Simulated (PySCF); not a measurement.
C2H6FIn, SMILES [CH3][In]([CH3])[F].

Coordinates come from a r2SCAN-D4/def2-SVP optimisation. The structure was generated by enumeration; whether it is a known compound was not checked. The def2 effective core potentials stand for the cores of In; spin–orbit coupling is left out.

Two levels are set side by side: TDA-PBE/def2-SVPD (PySCF) and TDA-ωB97X/def2-SVPD (PySCF). Vertical, same geometry. The lowest singlet is HOMO→LUMO 100 % with PBE and HOMO→LUMO 98 % with the other functional; states are paired by order. Differences are taken from unrounded values.

| quantity | TDA-ωB97X | TDA-PBE | TDA-PBE minus TDA-ωB97X |
|---|---|---|---|
| lowest singlet excitation (eV) | 5.53 | 4.84 | -0.69 |
| lowest triplet excitation (TDA) (eV) | 5.30 | 4.64 | -0.66 |
| first bright state (f over 0.05) (eV) | 6.93 | 5.66 | -1.26 |
| its oscillator strength | 0.53 | 0.20 | -0.33 |

A lower first singlet is the usual sign of a functional without exact exchange. Differences between two approximate levels are no errors against the true value.

Rough cost on one machine, each run with all the roots and properties that it gave: TDA-ωB97X against TDA-PBE about 4 times.
